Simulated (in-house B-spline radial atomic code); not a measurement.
In⁵⁺: [Kr] 4d7 7s1 (an excited or competing configuration)

Level of theory: Dirac-Hartree-Fock, average of configuration, Fermi nucleus of rms radius 4.6156 fm; calculated with a B-spline radial code for spherical atoms.

Z_r = [3n² - l(l+1)]/(2<r>); Z_e = n√(-2ε); the last column is Slater's effective charge. Values are occupation-weighted means over j. An effective charge above Z reflects the relativistic contraction of the inner shells.

```json
{"shell": "1s", "electrons": "2", "ε (eV)": "-28191", "<r> (bohr)": "0.02971", "Z_r": "50.49", "Z_e": "45.52", "Slater": "48.70"}
{"shell": "2s", "electrons": "2", "ε (eV)": "-4386.1", "<r> (bohr)": "0.1279", "Z_r": "46.90", "Z_e": "35.91", "Slater": "44.85"}
{"shell": "2p", "electrons": "6", "ε (eV)": "-3942.7", "<r> (bohr)": "0.112", "Z_r": "44.63", "Z_e": "34.05", "Slater": "44.85"}
{"shell": "3s", "electrons": "2", "ε (eV)": "-941.91", "<r> (bohr)": "0.3463", "Z_r": "38.99", "Z_e": "24.96", "Slater": "37.75"}
{"shell": "3p", "electrons": "6", "ε (eV)": "-792.5", "<r> (bohr)": "0.345", "Z_r": "36.23", "Z_e": "22.90", "Slater": "37.75"}
{"shell": "3d", "electrons": "10", "ε (eV)": "-559.12", "<r> (bohr)": "0.3233", "Z_r": "32.48", "Z_e": "19.23", "Slater": "27.85"}
{"shell": "4s", "electrons": "2", "ε (eV)": "-226.55", "<r> (bohr)": "0.8368", "Z_r": "28.68", "Z_e": "16.32", "Slater": "21.25"}
{"shell": "4p", "electrons": "6", "ε (eV)": "-177.93", "<r> (bohr)": "0.8963", "Z_r": "25.66", "Z_e": "14.47", "Slater": "21.25"}
{"shell": "4d", "electrons": "7", "ε (eV)": "-107.2", "<r> (bohr)": "1.043", "Z_r": "20.14", "Z_e": "11.23", "Slater": "10.90"}
{"shell": "7s", "electrons": "1", "ε (eV)": "-21.122", "<r> (bohr)": "5.848", "Z_r": "12.57", "Z_e": "8.72", "Slater": "6.00"}
```

The least bound orbital is 7s1/2 at -21.12 eV, and it is also the most diffuse (<r> = 5.848 bohr).

Spin-orbit splittings of the orbital energies (j = l + 1/2 above j = l - 1/2 when positive): 2p 211.8 eV, 3p 39.48 eV, 3d 7.969 eV, 4p 7.339 eV, 4d 1.089 eV.

For the 1s electron the small component carries 3.23 % of the norm, the zero-frequency Breit interaction raises the level by 63.49 eV, self-energy by 35.79 eV, and vacuum polarisation lowers it by 4.637 eV.

The density falls to 0.001 bohr⁻³ at 3.213 bohr; Σ<r²> = 56.355 bohr² gives, by the non-relativistic formula and without the paramagnetism of open shells, a Langevin diamagnetic susceptibility of -44.63×10⁻⁶ cm³/mol.
